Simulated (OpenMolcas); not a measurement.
## Mn VI: effect of the active space

| Property | Result |
| --- | --- |
| Program | OpenMolcas 26.06 |
| Method | SS-CASPT2 or its RAS form, IPEA 0.25 Eh, imaginary shift 0.1 Eh |
| Basis | ANO-RCC-VQZP |
| Scalar Hamiltonian | DKH2, point nucleus |
| Spin-orbit coupling | RASSI with atomic mean-field integrals over the reference wave functions, term energies averaged over their components |

A. 2 electrons in 5 orbitals (3d); 2S+1 = 3 even, 10 roots; 2S+1 = 1 even, 15 roots; closed shells correlated: 3s 3p; CASPT2 step about 10 core-seconds
B. 8 electrons in 8 orbitals (RAS1 3p, at most 2 holes; RAS2 3d); 2S+1 = 3 even, 10 roots; 2S+1 = 1 even, 15 roots; closed shells correlated: 3s; CASPT2 step about 21 core-seconds
C. 2 electrons in 10 orbitals (3d 4d); 2S+1 = 3 even, 10 roots; 2S+1 = 1 even, 15 roots; closed shells correlated: 3s 3p; CASPT2 step roughly 100 core-seconds

Energies in cm⁻¹ above 3d² ³F₂, the measured ground level; measured values from Corliss and Sugar, J. Phys. Chem. Ref. Data 6, 1253 (1977).

```tsv
Level	A	B	C	Measured
3d² ³F₂	0.0	0.0	0.0	0.0
3d² ³F₃	732	757	736	746
3d² ³F₄	1654	1710	1663	1669
3d² ¹D₂	15270	15430	15280	15336
3d² ³P₀	18650	18440	18610	17782
3d² ³P₁	18910	18710	18870	18057
3d² ³P₂	19490	19320	19440	18628
3d² ¹G₄	26150	25730	25940	25511
3d² ¹S₀	60460	59580	60700
```

Deviations, from unrounded energies. A percentage is the sum of absolute deviations over the sum of measured energies, with the sign that they share, or ± where signs differ.

```tsv
Against measurement	Levels	A	B	C
mean absolute deviation (cm-1)	7	470	340	420
fine structure of the ground term (%)	2	-1.2	+2.1	-0.7
other terms of the ground configuration (%)	5	±3.5	+2.4	±3.1
```

B lies closest to measurement on these levels and A furthest from it. The largest miss of B in the table is 3d² ³P₂, by +690 cm-1. The ranking rests on the paired levels alone, and a cruder setting can come out closer through cancelling errors.

The two smallest mean deviations differ by little beside CASPT2's spread within terms, so their order carries little weight.

Among A to C the level of the table that moves most is 3d² ¹S₀, by 1100 cm-1 (lowest in B, highest in C). Moves below CASPT2's spread within the term are not significant.

CASPT2 does not keep the components of a term degenerate, so their means are used; among the terms shown or strongly mixed into the levels shown the widest spread is 720 cm-1 (3d² ³F, C). Active for correlation alone: 3p; no level in the range computed is led by a configuration that opens it, so any true level of that kind is missing (holds for B). Active for correlation alone: 4d; no level in the range computed is led by a configuration that fills it, so any true level of that kind is missing (holds for C). Measured partners are found by configuration, term and J. A level has none where our copy of the source lacks it or the pairing is in doubt (some pairs that miss far off the trend of their configuration count as doubtful), and it then counts in no deviation. Only configurations of the active space appear.
